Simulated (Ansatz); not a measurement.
Two members of one family (Series TiCl3X), computed with Ansatz in the gas phase. Binding counts from free atoms in the multiplicity of their measured ground term, without zero-point energy. Names give formal oxidation states. A dash marks a value that wasn't run or was left out as unsound. The structures are stationary points that may keep the symmetry of their start.

First: Ti(OH)Cl3 (singlet, charge 0, r2SCAN-D4/def2-SVP geometry).

```xyz
6

Ti   -0.2495    0.2165    0.1798
O     0.8990   -0.7796   -0.6410
H     1.5383   -1.3337   -1.1034
Cl   -2.0823   -0.9255    0.5200
Cl   -0.6927    1.9680   -1.0505
Cl    0.5871    0.8543    2.0952
```

```csv
level,HOMO (eV),LUMO (eV),gap (eV),binding per atom (eV)
PBE-D4/def2-SVP,-7.58,-3.78,3.80,4.17
PBE-D4/def2-TZVPD,-7.88,-4.04,3.85,–
B3LYP-D4/6-31G,-9.01,-3.62,5.40,3.67
PBE0-D4/def2-SVP,-9.04,-3.15,5.89,3.86
PBE0-D4/def2-TZVP,-9.20,-3.17,6.03,3.85
```

Metal–donor distances: 1 × O 1.73 Å, 3 × Cl 2.19 Å.

Second: Ti(NH2)Cl3 (singlet, charge 0, r2SCAN-D4/def2-SVP geometry).

```xyz
7

Ti    0.666   -0.034   -0.070
N    -1.157    0.107    0.095
H    -1.631    0.649    0.818
H    -1.826   -0.397   -0.489
Cl    1.513    1.762    0.842
Cl    1.096   -0.260   -2.202
Cl    1.339   -1.828    1.005
```

Problem. What does the change do? Estimate second minus first.

Solution. 
| level | Δ HOMO (eV) | Δ LUMO (eV) | Δ gap (eV) | Δ binding per atom (eV) |
| --- | --- | --- | --- | --- |
| PBE-D4/def2-SVP | 0.71 | -0.14 | -0.85 | -0.26 |
| PBE-D4/def2-TZVPD | 0.71 | -0.13 | -0.84 | – |
| B3LYP-D4/6-31G | 0.69 | -0.02 | -0.71 | -0.17 |
| PBE0-D4/def2-SVP | 0.67 | -0.02 | -0.69 | -0.21 |
| PBE0-D4/def2-TZVP | 0.69 | -0.03 | -0.72 | -0.20 |

Metal–donor distances: 1 × N 1.83 Å, 3 × Cl 2.18 to 2.20 Å.
